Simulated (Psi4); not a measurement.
Level of theory: SAPT0/jun-cc-pVDZ, frozen core (Psi4).

Psi4 input:

```
molecule {
0 1
C -1.28370697 0.10605350 0.13358673
C 0.11532654 0.61949222 -0.12619265
C 1.22833680 -0.40358278 -0.07267354
O 0.33229330 1.78466801 -0.36410384
H -1.33377326 -0.37795174 1.11217687
H -1.54856817 -0.65210288 -0.60793602
H -1.99662124 0.92583003 0.09057494
H 2.18224695 0.07039711 -0.29066130
H 1.26443340 -0.86749021 0.91638596
H 1.04003266 -1.20531326 -0.79115713
--
0 1
O 2.70095921 1.72814615 -2.03582626
S 1.47046110 2.43458863 -2.27327219
O 0.50164083 1.86051555 -3.16847473
units angstrom
symmetry c1
no_reorient
no_com
}
set basis jun-cc-pvdz
set scf_type df
set freeze_core true
energy('sapt0')
```

Part of the output:

```
    SAPT Results
  --------------------------------------------------------------------------------------------------------
    Electrostatics                -40.88075275 [mEh]     -25.65305965 [kcal/mol]    -107.33240156 [kJ/mol]
      Elst10,r                    -40.88075275 [mEh]     -25.65305965 [kcal/mol]    -107.33240156 [kJ/mol]

    Exchange                       64.31227370 [mEh]      40.35656103 [kcal/mol]     168.85185134 [kJ/mol]
      Exch10                       64.31227370 [mEh]      40.35656103 [kcal/mol]     168.85185134 [kJ/mol]
      Exch10(S^2)                  62.36734469 [mEh]      39.13609965 [kcal/mol]     163.74544092 [kJ/mol]

    Induction                     -20.09131686 [mEh]     -12.60749167 [kcal/mol]     -52.74974514 [kJ/mol]
      Ind20,r                     -50.08832122 [mEh]     -31.43089609 [kcal/mol]    -131.50686924 [kJ/mol]
      Exch-Ind20,r                 39.21539881 [mEh]      24.60803427 [kcal/mol]     102.96001539 [kJ/mol]
      delta HF,r (2)               -9.21839445 [mEh]      -5.78462985 [kcal/mol]     -24.20289129 [kJ/mol]

    Dispersion                    -11.38703707 [mEh]      -7.14547364 [kcal/mol]     -29.89666170 [kJ/mol]
      Disp20                      -14.59648948 [mEh]      -9.15943543 [kcal/mol]     -38.32307785 [kJ/mol]
      Exch-Disp20                   3.20945241 [mEh]       2.01396179 [kcal/mol]       8.42641615 [kJ/mol]
      Disp20 (SS)                  -7.29824474 [mEh]      -4.57971772 [kcal/mol]     -19.16153892 [kJ/mol]
      Disp20 (OS)                  -7.29824474 [mEh]      -4.57971772 [kcal/mol]     -19.16153892 [kJ/mol]
      Exch-Disp20 (SS)              1.57609095 [mEh]       0.98901200 [kcal/mol]       4.13802622 [kJ/mol]
      Exch-Disp20 (OS)              1.63336146 [mEh]       1.02494979 [kcal/mol]       4.28838993 [kJ/mol]

  Total HF                          3.34020409 [mEh]       2.09600971 [kcal/mol]       8.76970464 [kJ/mol]
  Total SAPT0                      -8.04683297 [mEh]      -5.04946392 [kcal/mol]     -21.12695706 [kJ/mol]
```
